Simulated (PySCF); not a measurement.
Unknown: peak-picked proton spectrum

Formula C13H12. The spectrum was simulated from the full spin Hamiltonian at 200 MHz with 1.2 Hz Lorentzian lines, from shifts rounded to 0.01 ppm and J to 0.1 Hz, couplings under 1 Hz left out.

```csv
region,integral (H),ppm,Hz,height
1,10,7.446,1489.2,7
1,,7.440,1488.0,6
1,,7.431,1486.2,9
1,,7.411,1482.2,11
1,,7.398,1479.7,36
1,,7.384,1476.7,16
1,,7.361,1472.1,82
1,,7.330,1466.0,15
1,,7.318,1463.6,16
1,,7.304,1460.8,4
1,,7.299,1459.7,4
1,,7.269,1453.8,65
1,,7.264,1452.8,54
1,,7.227,1445.4,37
2,2,3.880,776.0,100
```

13C{1H} NMR (computed): δ 148.7 (C), 135.6 (CH), 133.9 (CH), 131.8 (CH), 45.3 (CH2).

Single conformer, non-relativistic Hamiltonian, no solvent, rapidly exchanging positions averaged. PBE0/pcSseg-1 with gauge-including orbitals; J couplings at B3LYP/pcJ-1 (without the spin–dipole term); PBE0-D3(BJ)/def2-SVP structure; PySCF.

Chemical shifts δ = σref − σ; 1H (31.27 ppm) and 13C (184.41 ppm) vs TMS, all at this level.

**Question.** Analyse the multiplets.

**Answer.** 1H NMR (200 MHz, computed): δ 7.39 (m, 4H), 7.33 (m, 2H), 7.25 (m, 4H), 3.88 (s, 2H). These are first-order names from the parameters used; overlap and second-order distortion can hide them in the list.

**Question.** What is the compound?

**Answer.** SMILES c1ccc(Cc2ccccc2)cc1.

Structure with atom numbers: `[cH:1]1[cH:2][cH:3][c:4]([CH2:5][c:6]2[cH:7][cH:8][cH:9][cH:10][cH:11]2)[cH:12][cH:13]1`. Hydrogens are named by the atom that carries them.

- δ 7.39: H(C2)/H(C8)/H(C10)/H(C13), hydrogen on an aromatic CH, coupled to H(C3)/H(C7)/H(C11)/H(C12) and H(C1)/H(C9) (8.4 Hz).
- δ 7.33: H(C1)/H(C9), hydrogen on an aromatic CH, coupled to H(C2)/H(C8)/H(C10)/H(C13) (8.3 Hz).
- δ 7.25: H(C3)/H(C7)/H(C11)/H(C12), hydrogen on an aromatic CH, coupled to H(C2)/H(C8)/H(C10)/H(C13) (8.5 Hz).
- δ 3.88: H(C5), hydrogen on an sp3 CH2 on an aromatic ring.

The shifts were computed for this structure.

Splittings below 1 Hz are ignored in the labels, and close J values are merged. Couplings among chemically equivalent protons are left out too, so labels in AA′BB′ or AA′XX′ sets are apparent multiplicities. Unscaled 3J(H,H) at this level run about 10 % above measured values. Shifts are as computed. Against solution values, carbons near 30 ppm lie about +2 ppm off and those near 130 ppm about +5 ppm. Of 1211 compounds with measured shifts, 218 miss one by over three times the rms of a fit or turn the order of signals round; such compounds aren't used in these exercises.
